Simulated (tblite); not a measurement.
C6H10NO (doublet state).
Bonds: C1–C2, C2–N3, N3–C4, N3–C5, C5–O6 (double), C5–C7, C7–C8 (double). Hydrogens: H9, H10 on C1; H11, H12 on C2; H13, H14, H15 on C4; H16 on C7; H17, H18 on C8.
Bond orders are those of one Lewis drawing.

Computed with GFN2-xTB (tblite), gas phase: L-BFGS steps from a force-field or distance-geometry start until the largest atomic force falls under 0.01 eV/Å.

Step 61: E = -675.4200 eV
```
atom  x, y, z in Å  |  force x, y, z in eV/Å
C1      2.3156    0.9180    0.7334    0.199  -0.135  -0.088
C2      1.6808    0.5124   -0.5243   -0.146  -0.019  -0.070
N3      0.4212   -0.2071   -0.2635    0.043  -0.024   0.031
C4      0.6152   -1.5210    0.3039   -0.013   0.029   0.046
C5     -0.7458    0.4380   -0.5098    0.083  -0.013   0.019
O6     -0.7572    1.5540   -1.0109    0.070  -0.065   0.058
C7     -2.0179   -0.2400   -0.1495    0.023  -0.018  -0.040
C8     -3.1229    0.4850   -0.0766   -0.019  -0.018  -0.003
H9      1.7655    1.5482    1.4010    0.008   0.024   0.093
H10     3.2726    0.5312    1.0322   -0.053   0.097  -0.004
H11     2.3190   -0.1216   -1.1491    0.021   0.061   0.093
H12     1.3644    1.3956   -1.0953    0.002   0.049  -0.083
H13     0.8364   -2.2556   -0.4772   -0.069   0.016  -0.045
H14    -0.2407   -1.8556    0.8801   -0.076   0.015  -0.003
H15     1.4727   -1.4802    0.9773   -0.003   0.008   0.027
H16    -2.0323   -1.3035    0.0222    0.037  -0.036  -0.053
H17    -4.0855    0.0631    0.1437   -0.067  -0.042   0.065
H18    -3.0700    1.5454   -0.2494   -0.039   0.074  -0.045
```

Step 62: E = -675.4251 eV
```
atom  x, y, z in Å  |  force x, y, z in eV/Å
C1      2.3262    0.9085    0.7378    0.107  -0.088  -0.042
C2      1.6800    0.5143   -0.5177   -0.126  -0.010  -0.079
N3      0.4201   -0.2006   -0.2644    0.018  -0.031   0.068
C4      0.6077   -1.5115    0.3106   -0.001   0.018   0.055
C5     -0.7453    0.4393   -0.5278    0.025  -0.039   0.049
O6     -0.7571    1.5512   -1.0372    0.069  -0.069   0.057
C7     -2.0168   -0.2414   -0.1651    0.001  -0.014  -0.042
C8     -3.1233    0.4803   -0.0768   -0.025  -0.004   0.004
H9      1.7745    1.5165    1.4281    0.048  -0.021   0.036
H10     3.2984    0.5441    1.0088   -0.015   0.079   0.011
H11     2.3094   -0.1193   -1.1496    0.083   0.060   0.062
H12     1.3675    1.4028   -1.0811   -0.007   0.082  -0.109
H13     0.8160   -2.2556   -0.4646   -0.080   0.010  -0.061
H14    -0.2437   -1.8316    0.8998   -0.108  -0.003   0.007
H15     1.4714   -1.4733    0.9749    0.022   0.021   0.040
H16    -2.0344   -1.3073    0.0004    0.066   0.008  -0.066
H17    -4.0797    0.0458    0.1544   -0.034   0.007   0.041
H18    -3.0799    1.5442   -0.2424   -0.042  -0.003  -0.030
```

Step 63: E = -675.4317 eV
```
atom  x, y, z in Å  |  force x, y, z in eV/Å
C1      2.3490    0.8895    0.7472    0.127  -0.103  -0.010
C2      1.6760    0.5153   -0.5028    0.014   0.057  -0.062
N3      0.4169   -0.1881   -0.2553   -0.081   0.041   0.075
C4      0.5902   -1.4964    0.3244   -0.011  -0.019   0.095
C5     -0.7454    0.4405   -0.5580   -0.034  -0.061   0.070
O6     -0.7575    1.5415   -1.0913    0.086  -0.120   0.096
C7     -2.0153   -0.2446   -0.1929   -0.080   0.024  -0.034
C8     -3.1253    0.4702   -0.0758   -0.013  -0.010  -0.001
H9      1.8021    1.4647    1.4703    0.067  -0.041   0.017
H10     3.3565    0.5796    0.9652   -0.144   0.093  -0.031
H11     2.2932   -0.1157   -1.1474    0.139   0.059   0.006
H12     1.3712    1.4165   -1.0519   -0.010   0.081  -0.129
H13     0.7750   -2.2483   -0.4485   -0.107  -0.022  -0.060
H14    -0.2571   -1.7915    0.9335   -0.084  -0.030  -0.010
H15     1.4662   -1.4681    0.9718    0.043   0.030   0.063
H16    -2.0348   -1.3143   -0.0422    0.095   0.053  -0.083
H17    -4.0729    0.0153    0.1665    0.038   0.087   0.008
H18    -3.0969    1.5402   -0.2247   -0.045  -0.119  -0.010
```

Q: Estimate the geometry and energy of step 64. (The exact step hangs on the optimiser's Hessian estimate; all steps are aligned on step 63, rigid shifts and turns removed.)

A: E = -675.4359 eV, largest force 0.249 eV/Å
```
atom  x, y, z in Å  |  force x, y, z in eV/Å
C1      2.3611    0.8871    0.7447   -0.244   0.043  -0.024
C2      1.6765    0.5131   -0.5017    0.123   0.070   0.015
N3      0.4173   -0.1818   -0.2469   -0.057   0.027   0.090
C4      0.5805   -1.4923    0.3275    0.002  -0.037   0.062
C5     -0.7409    0.4462   -0.5570   -0.113  -0.078   0.078
O6     -0.7465    1.5455   -1.0912    0.033  -0.026   0.052
C7     -2.0125   -0.2406   -0.1978   -0.055   0.014  -0.031
C8     -3.1282    0.4643   -0.0759   -0.043   0.003   0.003
H9      1.8150    1.4564    1.4755    0.065  -0.057  -0.021
H10     3.3665    0.5992    0.9569    0.148  -0.022  -0.022
H11     2.2909   -0.1252   -1.1391    0.161   0.025  -0.053
H12     1.3792    1.4123   -1.0589   -0.013   0.075  -0.102
H13     0.7583   -2.2396   -0.4517   -0.097  -0.043  -0.039
H14    -0.2713   -1.7805    0.9321   -0.086  -0.051   0.015
H15     1.4554   -1.4749    0.9756    0.062   0.028   0.073
H16    -2.0261   -1.3117   -0.0525    0.082   0.072  -0.085
H17    -4.0685   -0.0083    0.1691    0.068   0.138  -0.016
H18    -3.1155    1.5369   -0.2205   -0.035  -0.182   0.005
```

The energy changes by -0.0042 eV. The first-order estimate −F·Δx gives -0.0079 eV and the mean of the old and new forces, exact on a quadratic surface, -0.0042 eV. The step makes an angle of 75° with the force vector and moves no atom by more than 0.024 Å.

What follows is the cost of the whole relaxation. Time: 0.71 s wall. Hardware: one thread, Arm Neoverse V1 (aarch64), shared host with 32 logical CPUs at a one-minute load of 43.
